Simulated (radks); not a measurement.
The numbers below are computed, except where a source is named.
How relativity changes the ionisation of neutral gold ([Xe] 4f14 5d10 6s1) to Au+ ([Xe] 4f14 5d10). Spin-unpolarised spherical Kohn-Sham, PBEsol, point nucleus unless stated (finite: rms radius 5.4371 fm), a radial shooting solver on a logarithmic mesh with Libxc functionals. A level marked "c x" has the speed of light scaled by that factor.

non-rel.: E(Au) (hartree) -17864.7706; E(Au+) (hartree) -17864.5035; IE (eV) 7.268; HOMO 6s; <r> HOMO (bohr) 3.340
scalar-rel.: E(Au) (hartree) -19006.6138; E(Au+) (hartree) -19006.2669; IE (eV) 9.440; HOMO 6s; <r> HOMO (bohr) 2.845
scalar-rel., finite nucleus: E(Au) (hartree) -19002.3673; E(Au+) (hartree) -19002.0207; IE (eV) 9.432; HOMO 6s; <r> HOMO (bohr) 2.846
Dirac: E(Au) (hartree) -19042.8134; E(Au+) (hartree) -19042.4658; IE (eV) 9.458; HOMO 6s1/2; <r> HOMO (bohr) 2.845
Dirac, finite nucleus: E(Au) (hartree) -19038.5180; E(Au+) (hartree) -19038.1707; IE (eV) 9.450; HOMO 6s1/2; <r> HOMO (bohr) 2.846
Dirac, c x 1.5: E(Au) (hartree) -18336.0424; E(Au+) (hartree) -18335.7459; IE (eV) 8.069; HOMO 6s1/2; <r> HOMO (bohr) 3.126
Dirac, c x 3: E(Au) (hartree) -17976.2758; E(Au+) (hartree) -17976.0020; IE (eV) 7.448; HOMO 6s1/2; <r> HOMO (bohr) 3.287
Dirac, c x 100: E(Au) (hartree) -17864.8692; E(Au+) (hartree) -17864.6021; IE (eV) 7.268; HOMO 6s1/2; <r> HOMO (bohr) 3.340

NIST Atomic Spectra Database: 9.226 eV (measured). The relativistic part of the total energy of Au is -1174 hartree (Dirac, finite nucleus), 6.6 % of the non-relativistic value. Spin polarisation and multiplet splitting of open shells are left out at every level.

Beside tabulated values, note that relativity, absent from the non-relativistic runs, is large for the heavy elements, and spin-unpolarised runs miss the spin-polarisation part of the exchange energy of open shells.
